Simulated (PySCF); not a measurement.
How methods differ on the ionisation energy of Sn³⁰⁺

Sn³⁰⁺ [Ar] 3d2 [3d3/2^2, M_J = 2] → Sn³¹⁺ [Ar] 3d1 [3d3/2^1, M_J = 3/2], as a difference of total energies. All numbers are calculated (PySCF 2.14, the two-component X2C-1e Hamiltonian, in an uncontracted even-tempered set (16 s from 4.9 bohr⁻², ratio 2.8; 12 p from 6.4 bohr⁻², ratio 2.8; 8 d from 6.4 bohr⁻², ratio 2.8; 3 f from 20 bohr⁻², ratio 3)). Correlated levels: [Ne] frozen; the 74 highest virtual spinors dropped. "Screened" scales the spin-orbit matrix elements by Boettger's factors to mimic the two-electron term; Breit and QED terms are absent.

```json
{"method": "GHF (spin-free)", "ionisation energy (eV)": "1758.3"}
{"method": "GMP2 (spin-free)", "ionisation energy (eV)": "1758.1"}
{"method": "GHF (screened spin-orbit)", "ionisation energy (eV)": "1762.7"}
{"method": "GMP2 (screened spin-orbit)", "ionisation energy (eV)": "1762.6"}
```

Breit and QED terms and the two-electron picture change are absent.

The spin-free rows relax to the high-spin LS determinant and lack the spin-orbit shift.

The labels give the starting determinants; with spin-orbit coupling the two ends relaxed to ⟨J²⟩ = 6.13, ⟨L²⟩ = 10.71, ⟨S²⟩ = 1.63 and ⟨J²⟩ = 3.75, ⟨L²⟩ = 6.01, ⟨S²⟩ = 0.76.

For comparison: 1763 ± 4 eV (theoretical estimate listed by NIST; NIST Atomic Spectra Database, ionization energies).
